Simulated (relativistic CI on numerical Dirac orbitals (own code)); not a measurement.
Level scheme of Lu25+

Method of calculation: Dirac-Coulomb-Breit CI, orbitals from a KLI potential per configuration, a model potential for QED, unscaled Slater integrals (own radial code, finite nucleus).

CI space (outside the closed core [Ar] 3d10): 4s²4p⁶4d¹⁰, 4s²4p⁶4d⁹4f, 4s²4p⁵4d¹⁰4f, 4s²4p⁶4d⁹5s, 4s4p⁶4d¹⁰4f, 4s²4p⁶4d⁹5p, 4s²4p⁶4d⁹5d, 4s²4p⁵4d¹⁰5s, 4p⁶4d¹⁰4f², 4p⁶4d⁹4f³, 4p⁵4d¹⁰4f³, 4p⁶4d⁹4f²5s, 4p⁶4d⁹4f²5p, 4p⁶4d⁹4f²5d. Double excitations out of closed p, d and f shells are left out; levels of such configurations are missing from the list, as are those of other unlisted configurations, and high levels can miss mixing partners. These lack a partner that the ground configuration has and come out too high: 4s²4p⁵4d¹⁰5s.

| No. | Configuration | Term | J | E (cm⁻¹) | % | Landé g | Lifetime (s) | jj configuration (%) |
| --- | --- | --- | --- | --- | --- | --- | --- | --- |
| 1 | 4s²4p⁶4d¹⁰ | ¹S | 0 | 0 | 100 |  |  | closed (100) |
| 2 | 4s²4p⁶4d⁹4f | ³P° | 0 | 1410657 | 100 |  |  | 4d5/2^5 4f5/2 (100) |
| 3 | 4s²4p⁶4d⁹4f | ³P° | 1 | 1425302 | 90 | 1.395 | 1.26e-09 | 4d5/2^5 4f5/2 (80) |
| 4 | 4s²4p⁶4d⁹4f | ³P° | 2 | 1454254 | 64 | 1.359 | 4.62e-05 | 4d5/2^5 4f5/2 (48) |
| 5 | 4s²4p⁶4d⁹4f | ³H° | 5 | 1463011 | 64 | 1.023 |  | 4d5/2^5 4f5/2 (98) |
| 6 | 4s²4p⁶4d⁹4f | ³H° | 6 | 1471556 | 100 | 1.164 | 1.13e-01 | 4d5/2^5 4f7/2 (100) |
| 7 | 4s²4p⁶4d⁹4f | ³F° | 3 | 1484742 | 58 | 1.131 | 8.34e-03 | 4d5/2^5 4f5/2 (84) |
| 8 | 4s²4p⁶4d⁹4f | ¹D° | 2 | 1485624 | 43 | 0.932 | 4.30e-05 | 4d5/2^5 4f5/2 (50) |
| 9 | 4s²4p⁶4d⁹4f | ³G° | 4 | 1490989 | 41 | 1.023 | 6.08e-03 | 4d5/2^5 4f5/2 (92) |
| 10 | 4s²4p⁶4d⁹4f | ³F° | 4 | 1506833 | 61 | 1.129 | 3.34e-03 | 4d5/2^5 4f7/2 (94) |
| 11 | 4s²4p⁶4d⁹4f | ³G° | 5 | 1520429 | 74 | 1.146 | 2.06e-03 | 4d5/2^5 4f7/2 (98) |
| 12 | 4s²4p⁶4d⁹4f | ³D° | 3 | 1527818 | 42 | 1.095 | 6.08e-04 | 4d5/2^5 4f7/2 (78) |
| 13 | 4s²4p⁶4d⁹4f | ³D° | 1 | 1528617 | 89 | 0.603 | 2.90e-11 | 4d3/2^3 4d5/2^6 4f5/2 (45) |
| 14 | 4s²4p⁶4d⁹4f | ³H° | 4 | 1562696 | 65 | 0.873 | 7.54e-05 | 4d3/2^3 4d5/2^6 4f5/2 (90) |
| 15 | 4s²4p⁶4d⁹4f | ¹D° | 2 | 1566907 | 50 | 1.120 | 6.32e-05 | 4d3/2^3 4d5/2^6 4f7/2 (51) |
| 16 | 4s²4p⁶4d⁹4f | ³F° | 2 | 1583550 | 52 | 0.912 | 4.95e-05 | 4d3/2^3 4d5/2^6 4f5/2 (59) |
| 17 | 4s²4p⁶4d⁹4f | ¹H° | 5 | 1594886 | 43 | 1.056 | 5.10e-05 | 4d3/2^3 4d5/2^6 4f7/2 (97) |
| 18 | 4s²4p⁶4d⁹4f | ³G° | 3 | 1606391 | 65 | 0.886 | 6.06e-05 | 4d3/2^3 4d5/2^6 4f5/2 (53) |
| 19 | 4s²4p⁶4d⁹4f | ³G° | 4 | 1621396 | 49 | 1.064 | 5.74e-05 | 4d3/2^3 4d5/2^6 4f7/2 (97) |
| 20 | 4s²4p⁶4d⁹4f | ¹F° | 3 | 1624295 | 64 | 1.044 | 4.85e-05 | 4d3/2^3 4d5/2^6 4f7/2 (49) |
| 21 | 4s²4p⁶4d⁹4f | ¹P° | 1 | 1915740 | 99 | 0.995 | 1.73e-13 | 4d3/2^3 4d5/2^6 4f5/2 (50) |
| 22 | 4s²4p⁶4d⁹5s | ³D | 3 | 2395401 | 100 | 1.331 | 6.36e-07 | 4d5/2^5 5s (100) |
| 23 | 4s²4p⁶4d⁹5s | ¹D | 2 | 2403001 | 54 | 1.074 | 9.07e-09 | 4d5/2^5 5s (100) |
| 24 | 4s²4p⁶4d⁹5s | ³D | 1 | 2498459 | 100 | 0.495 | 1.34e-07 | 4d3/2^3 4d5/2^6 5s (100) |
| 25 | 4s²4p⁶4d⁹5s | ³D | 2 | 2504010 | 54 | 1.087 | 1.05e-08 | 4d3/2^3 4d5/2^6 5s (100) |
| 26 | 4s²4p⁶4d⁹5p | ³P° | 2 | 2711573 | 59 | 1.330 | 7.02e-11 | 4d5/2^5 5p1/2 (99) |
| 27 | 4s²4p⁶4d⁹5p | ³F° | 3 | 2719143 | 47 | 1.100 | 6.39e-11 | 4d5/2^5 5p1/2 (100) |
| 28 | 4s²4p⁶4d⁹5p | ³F° | 2 | 2817796 | 80 | 0.751 | 6.36e-11 | 4d3/2^3 4d5/2^6 5p1/2 (99) |
| 29 | 4s²4p⁶4d⁹5p | ³D° | 1 | 2828485 | 47 | 0.908 | 1.67e-12 | 4d3/2^3 4d5/2^6 5p1/2 (97) |
| 30 | 4s²4p⁵4d¹⁰4f | ³D | 1 | 2867756 | 100 | 0.497 | 1.16e-12 | 4p3/2^3 4f5/2 (100) |

Energies count from the lowest computed level; ° marks odd parity; lifetimes are radiative, by E1, M1, E2, M2, E3 decay to levels of this space only; some are left blank where a channel outside the calculation adds to the decay or the decay crosses a small, uncertain gap. Filled j subshells are mostly left out of the jj labels.

The mean weight of the leading LS term, summed over parents, in these 30 levels is 68 %, and that of the leading jj configuration (from the same eigenvectors) 84 %, so jj coupling describes them better and the LS labels are nominal.

At this charge energies of transitions that change n are usually good to better than 1 %, and those within a shell (Δn = 0) to a few per cent.

LS names give the leading component of a level, which can be under half, so a name can repeat, a term be missing and a line seem to break the LS rules.
